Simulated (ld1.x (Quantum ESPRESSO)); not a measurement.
# Au, TM semilocal: configuration errors across variants

Au, norm-conserving Troullier–Martins (semilocal form), made with ld1.x (Quantum ESPRESSO) 7.5 (PW91, scalar-relativistic). Core [Kr] 4d10 4f14 5s2, reference 5p6 5d10 6s1 6p0. Waves: 6s (bound): rc 2.45 bohr; 5p (bound): rc 1.50 bohr; 5d (bound): rc 2.40 bohr. Local part: the d channel. Core correction: none.

All-electron excitation energies from the reference (eV): (1) 5p6 5d10 6s0 6p0 9.490; (2) 5p6 5d9 6s0 6p0 30.776; (3) 5p6 5d8 6s0 6p0 64.734; (4) 5p6 5d9 6s1 6p0 12.190; (5) 5p6 5d9 6s1 6p1 7.516; (6) 5p6 5d10 6s0 6p1 5.290; (7) 5p6 5d9 6s2 6p0 1.679.

A semilocal file is local in each channel, so a ghost entry of none says nothing of the separable form that plane-wave codes build from it.

Errors AE − PS in meV (a dash: test not solved or not reliable):

```csv
change,(1),(2),(3),(4),(5),(6),(7),bound ghosts
base,-11,-23,-38,-2.5,+137,+92,-6.7,none
wave 6s (bound): rc 2.45 bohr becomes 6s (bound): rc 1.70 bohr,-5.6,-23,-49,+8.9,+144,+96,+10,none
wave 6s (bound): rc 2.45 bohr becomes 6s (bound): rc 2.46 bohr,-11,-23,-38,-2.5,+137,+92,-6.7,none
wave 6s (bound): rc 2.45 bohr becomes 6s (bound): rc 3.36 bohr,-12,-103,-224,+38,+159,+87,+68,none
wave 6s (bound): rc 2.45 bohr becomes 6s (bound): rc 3.56 bohr,-19,-149,-322,+56,+169,+81,+97,none
```

(1) Give the same row for: wave 6s (bound): rc 2.45 bohr becomes 6s (bound): rc 2.14 bohr.

Answers

(1) -11, -20, -31, -4.3, +136, +92, –; bound ghosts: none.
